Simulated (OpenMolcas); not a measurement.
A run on Nb3+ among 4 point charges of -0.98 e arranged as a square (D4h), 2.08 Å from the ion.
```
   2.0800    0.0000    0.0000  -0.98
   0.0000    2.0800    0.0000  -0.98
  -2.0800    0.0000    0.0000  -0.98
   0.0000   -2.0800    0.0000  -0.98
```

- Program: OpenMolcas 26.06
- Method: CASSCF
- Basis: ANO-RCC-VDZP [6s5p3d1f]
- Scalar Hamiltonian: DKH2, point nucleus
- Active space: 2 electrons in 5 orbitals (4d)
- State averaging: 2S+1 = 3 even, 10 roots; 2S+1 = 1 even, 15 roots
- Spin-orbit coupling: RASSI with atomic mean-field integrals over the reference wave functions

43 basis functions. Blocks (2S+1, parity, CSFs, roots kept): 3, even, 10, 10; 1, even, 15, 15.

Problem. How long do the RASSCF and RASSI steps take on 1 thread of Intel(R) Xeon(R) Platinum 8488C (Sapphire Rapids) (shared host)?

Solution. About 5.8 s of wall time, without the integral step.
